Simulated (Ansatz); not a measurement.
Cost and result up the ladder for SiO3H2 (6 atoms). Charge 0, multiplicity 1. Geometry: PBE-D4/def2-TZVP.

```tsv
atom	x (Å)	y (Å)	z (Å)
Si1	-0.1709	0.6626	0.3360
O2	0.2426	-1.2314	-0.0286
O3	-1.0534	-0.5652	-0.4664
O4	-0.4331	1.2054	1.7396
H5	0.7040	-1.3501	-0.8902
H6	0.7109	1.2788	-0.6904
```

Ansatz on 4 threads of Arm Neoverse V1 on a shared host. Times are rough, and most runs start from the orbitals of an earlier one. PBE0-D4/def2-TZVP serves as the yardstick here, not as an exact answer. Binding counts from free atoms at the same level (Si triplet, O triplet, H doublet; other spins of the atoms weren't run), without zero-point energy or a counterpoise term.

HSE06 is defined as in plane-wave codes, on full-range PBE exchange. Correlated methods freeze 8 core orbitals. The structure holds 1 bond(s) between oxygen atoms. Another isomer (singlet) lies 4.88 eV lower at PBE0-D4/def2-TZVP; other spin states weren't run for this one.

Correlated methods converge slowly with the basis.

```json
{"level": "HF/def2-TZVP", "functions": "142", "wall time": "0.5 s", "binding energy per atom (eV)": "1.88", "difference from PBE0-D4/def2-TZVP (eV)": "-1.51"}
{"level": "PBE0-D4/def2-TZVP", "functions": "142", "wall time": "0.9 s", "binding energy per atom (eV)": "3.39", "difference from PBE0-D4/def2-TZVP (eV)": "0.00"}
{"level": "PBE-D4/def2-TZVP (with forces)", "functions": "142", "wall time": "0.95 s", "binding energy per atom (eV)": "3.63", "difference from PBE0-D4/def2-TZVP (eV)": "0.24"}
{"level": "HSE06-D4/def2-TZVP", "functions": "142", "wall time": "0.95 s", "binding energy per atom (eV)": "3.40", "difference from PBE0-D4/def2-TZVP (eV)": "0.01"}
{"level": "r2SCAN-D4/def2-TZVP", "functions": "142", "wall time": "1.6 s", "binding energy per atom (eV)": "3.50", "difference from PBE0-D4/def2-TZVP (eV)": "0.10"}
{"level": "CCSD(T)/def2-TZVPP", "functions": "163", "wall time": "18 s", "binding energy per atom (eV)": "3.35", "difference from PBE0-D4/def2-TZVP (eV)": "-0.04"}
```
